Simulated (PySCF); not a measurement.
**Removing an electron from `[Cl][GeH2][NH][GeH3]`**

ClGe2H6N.
Structure used (PBE0-D3(BJ)/def2-SVP), in Å, numbered top down from 1:
```xyz
10
ClGe2H6N angstrom
Cl     3.136   -0.340    1.868
Ge     2.445    0.350   -0.081
N      0.853    1.205    0.062
Ge    -0.751    0.372    0.437
H      3.509    1.328   -0.594
H      2.253   -0.909   -0.932
H      0.922    2.168    0.382
H     -0.654   -1.020   -0.208
H     -1.003    0.238    1.952
H     -1.881    1.200   -0.200
```

Level: CAM-B3LYP/def2-SVPD (PySCF). Frontier orbitals with their largest atomic shares (Löwdin; up to four atoms above 4 %):

```json
{"orbital": "HOMO−3", "ε (eV)": "-11.11", "main atoms": "Ge4 36 %, H8 22 %, H10 21 %, N3 7 %"}
{"orbital": "HOMO−2", "ε (eV)": "-10.25", "main atoms": "Cl1 77 %, Ge2 9 %, N3 6 %"}
{"orbital": "HOMO−1", "ε (eV)": "-10.02", "main atoms": "Cl1 72 %, Ge2 13 %, H5 7 %, H6 6 %"}
{"orbital": "HOMO", "ε (eV)": "-9.01", "main atoms": "?"}
{"orbital": "LUMO", "ε (eV)": "0.61", "main atoms": "Ge4 26 %, Ge2 26 %, H7 11 %, N3 7 %"}
{"orbital": "LUMO+1", "ε (eV)": "0.79", "main atoms": "Ge2 27 %, Cl1 26 %, H5 13 %, H6 12 %"}
{"orbital": "LUMO+2", "ε (eV)": "0.98", "main atoms": "Ge4 38 %, H9 11 %, Ge2 11 %, H10 10 %"}
```

Problem. What vertical ionisation energy does ΔSCF give, and how far is −ε(HOMO) from it?

Solution. ΔSCF: 9.65 eV (931 kJ/mol; threshold wavelength 129 nm); ⟨S²⟩ of the doublet left behind is 0.759, against 0.75 for a pure doublet. −ε(HOMO) is 9.01 eV, 0.64 eV below it. In exact Kohn–Sham theory the two would be equal; CAM-B3LYP (range-separated hybrid) falls short of its own ΔSCF value by 7 %. Holes in the HOMO−1 and HOMO−2 were tried too where these lie within 1.2 eV of the HOMO; the lowest converged state counts.

Problem. On which atoms does the HOMO lie?

Solution. N3 (nitrogen bonded to 2 Ge and H) 57 %, Cl1 (chlorine bonded to Ge) 12 %, Ge4 (germanium bonded to N and 3 H) 11 %, H9 (Ge–H hydrogen) 7 %, so more than half of it is on one atom. The HOMO−1 lies 1.01 eV lower.

Problem. What kinetic energy would electrons from this vertical process carry with He II light (40.814 eV)?

Solution. 40.81 − 9.65 = 31.16 eV.

Problem. How many of the 10 lowest singlet excitations (vertical TDDFT, same level) lie below the ionisation energy?

Solution. All 10; they run from 6.26 to 8.11 eV.

Problem. What total energies stand behind the ΔSCF value?

Solution. E(N) = -4672.14899 Eh and E(N − 1) = -4671.79452 Eh at the same geometry, 0.35447 Eh apart.

Geometry: PBE0-D3(BJ)/def2-SVP, one conformer, isolated molecule. The calculation is non-relativistic, for germanium too.
